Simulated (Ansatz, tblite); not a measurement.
Removing and adding an electron: SnH(NHtBu)3 (C12H31N3Sn). Total charge 0; singlet. Geometry: PBE-D4/def2-SVP. Ansatz, gas phase; energy differences of separate SCF runs; the oxidised species was run as a doublet alone; the reduced species was run as a doublet alone.

Cartesian coordinates in Å:
```
Sn -0.0055 0.5041 -0.1133
H -0.0183 2.1856 -0.4763
N -0.3768 0.2114 1.9122
C 0.5737 0.6112 2.9690
C 0.9945 2.0697 2.7285
C -0.1691 0.5043 4.3148
C 1.8308 -0.2865 2.9936
H -0.6833 -0.7597 2.0626
H 1.6412 2.4343 3.5509
H 1.5755 2.1697 1.7870
H 0.1056 2.7284 2.6607
H -1.0688 1.1509 4.3106
H 0.4819 0.8029 5.1621
H -0.5012 -0.5395 4.4971
H 2.3806 -0.2056 2.0329
H 1.5465 -1.3494 3.1455
H 2.5241 -0.0048 3.8141
N 1.8498 -0.3119 -0.5826
C 2.3447 -0.4391 -1.9676
C 2.1995 0.9200 -2.6703
C 3.8356 -0.8197 -1.8860
C 1.5747 -1.5138 -2.7673
H 1.9598 -1.2064 -0.0850
H 2.6404 0.8880 -3.6863
H 1.1308 1.2002 -2.7861
H 2.7068 1.7170 -2.0906
H 4.3987 -0.0513 -1.3202
H 4.2840 -0.9204 -2.8957
H 3.9645 -1.7905 -1.3624
H 0.5014 -1.2418 -2.8443
H 1.6496 -2.5009 -2.2637
H 1.9765 -1.6312 -3.7959
N -1.4742 -0.4720 -1.2164
C -2.9184 -0.2775 -0.9794
C -3.2142 1.2302 -0.9417
C -3.6658 -0.9201 -2.1639
C -3.3850 -0.9230 0.3445
H -1.2552 -1.4770 -1.2574
H -4.3028 1.4162 -0.8518
H -2.7271 1.7131 -0.0678
H -2.8472 1.7254 -1.8630
H -3.3440 -0.4583 -3.1183
H -4.7642 -0.8022 -2.0621
H -3.4479 -2.0075 -2.2216
H -2.8655 -0.4534 1.2055
H -3.1576 -2.0101 0.3486
H -4.4790 -0.8091 0.4969
```

In the def2 sets Sn takes a core potential; there is no spin–orbit coupling. The xTB rows come from tblite. Single mean-field runs in def2-TZVP are fitted with def2-universal-jkfit.

```tsv
level	−HOMO (eV)	vertical IE (eV)	−LUMO (eV)	vertical EA (eV)	HOMO–LUMO gap (eV)	IE − EA (eV)	remarks
GFN2-xTB	9.64	11.93	6.53	4.17	3.11	7.77	–
PBE-D4/def2-TZVP	5.03	–	1.01	-0.69	4.02	–	HOMO above zero (-1 doublet)
BHLYP-D4/def2-TZVP	7.60	7.89	-0.75	-1.33	8.35	9.22	HOMO above zero (-1 doublet)
```

Q: Estimate the rows for GFN1-xTB, PBE0-D4/def2-TZVP.

A: 
```csv
level,−HOMO (eV),vertical IE (eV),−LUMO (eV),vertical EA (eV),HOMO–LUMO gap (eV),IE − EA (eV),remarks
GFN1-xTB,10.52,12.78,6.98,4.64,3.54,8.15,–
PBE0-D4/def2-TZVP,6.34,7.73,0.09,-1.01,6.26,8.75,HOMO above zero (-1 doublet)
```

Run but left out: PBE-D4/def2-TZVP (charge +1 doublet: an occupied level 0.10 eV above an empty one).   A HOMO above zero means that the electron is unbound at that level or that self-interaction error raises the level; the energy of removing that electron tells which. Raw xTB energy differences between charge states are shifted by several eV; the methods need an empirical correction for them. Sets without diffuse functions give affinities that are too small. A negative affinity means that the extra electron isn't bound; its size then hangs on the basis.
